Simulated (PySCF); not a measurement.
**Stationary points of CrO₃**

All numbers come from PySCF, B3LYP, basis Cr def2-SVP, O def2-SVP (no relativity, density fitting).

Relaxations began from a few typed shapes; open shells are unrestricted. The search is not exhaustive: other isomers or separated fragments can lie lower, and high-lying points may rest on an excited occupation.

Problem. Order these stationary points by electronic energy, lowest first, in kJ/mol from the lowest minimum.
A. broken-symmetry Ms = 0 (⟨S²⟩ 0.83) Cs: Cr–O 1.546 Å, Cr–O 1.780 Å (×2), O–O 1.443 Å; Cr–O–O 66.1° (×2), O–Cr–O 47.8°, O–Cr–O 137.8° (×2)
B. singlet D3h: Cr–O 1.566 Å (×3); O–Cr–O 120.0° (×3)
C. singlet (closed shell, unstable to spin polarisation) Cs: Cr–O 1.539 Å, Cr–O 1.770 Å (×2), O–O 1.423 Å; Cr–O–O 66.3° (×2), O–Cr–O 47.4°, O–Cr–O 133.5° (×2)
D. singlet C3v: Cr–O 1.564 Å (×3); O–Cr–O 114.2° (×3)
E. singlet (closed shell, unstable to spin polarisation) C2v: Cr–O 1.550 Å, Cr–O 1.781 Å (×2), O–O 1.421 Å; Cr–O–O 66.5° (×2), O–Cr–O 47.0°, O–Cr–O 156.5° (×2)

Solution. D (0.0), B (10.4), A (192.5), C (215.4), E (230.7).

Problem. Which of them are minima?

Solution. By energy in kJ/mol, 0.0: minimum; 10.4: saddle point, 1 imaginary mode; 192.5: minimum; 215.4: minimum of the closed-shell surface only; 230.7: saddle point, 1 imaginary mode.

Formally Cr is in oxidation state +6, d0. A d0 centre has no lone pair, yet it is C3v rather than trigonal planar: covalent bonding through the d orbitals favours lower symmetry. The polar-tensor charge on Cr, 1.76, is far below the formal one.

The electron or spin density has lower symmetry than the nuclear frame for the broken-symmetry Ms = 0 (⟨S²⟩ 0.83) Cs at 192.5 kJ/mol.
